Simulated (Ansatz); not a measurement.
One change: `C[O][Al]([OH])[Cl]` becomes `COB(O)Cl`.

Ansatz, PBE0-D4/def2-TZVP geometries, multiplicity 1. Each molecule was computed in one conformer, which needn't be the lowest.

```csv
property,`C[O][Al]([OH])[Cl]`
HOMO energy (PBE0/def2-TZVPP) / eV,-8.38
HOMO–LUMO gap (PBE/def2-TZVPP) / eV,5.35
size of the dipole moment (B3LYP/def2-TZVPP) / D,0.40
HOMO energy (ωB97M-V/def2-TZVPP) / eV,-10.80
LUMO energy (B3LYP/def2-TZVPP) / eV,-0.91
size of the dipole moment (ωB97M-V/def2-TZVPP) / D,0.41
```

Question: What does the change do to each property? (Estimate.)

Answer: The calculation gave: 
| property | `COB(O)Cl` | shift |
| --- | --- | --- |
| HOMO energy (PBE0/def2-TZVPP) / eV | -8.96 | -0.58 |
| HOMO–LUMO gap (PBE/def2-TZVPP) / eV | 7.27 | 1.92 |
| size of the dipole moment (B3LYP/def2-TZVPP) / D | 2.41 | 2.01 |
| HOMO energy (ωB97M-V/def2-TZVPP) / eV | -11.35 | -0.55 |
| LUMO energy (B3LYP/def2-TZVPP) / eV | 0.38 | 1.29 |
| size of the dipole moment (ωB97M-V/def2-TZVPP) / D | 2.41 | 2.00 |

With PBE0 the HOMO falls by 0.58 eV and the LUMO rises by 1.35 eV, so the gap widens by about 1.93 eV. PBE moves the HOMO by -0.53 eV and ωB97M-V by -0.55 eV. Dipoles are sizes alone; their direction can turn.

B3LYP here is the variant with VWN-RPA as its local correlation; programs differ in this.
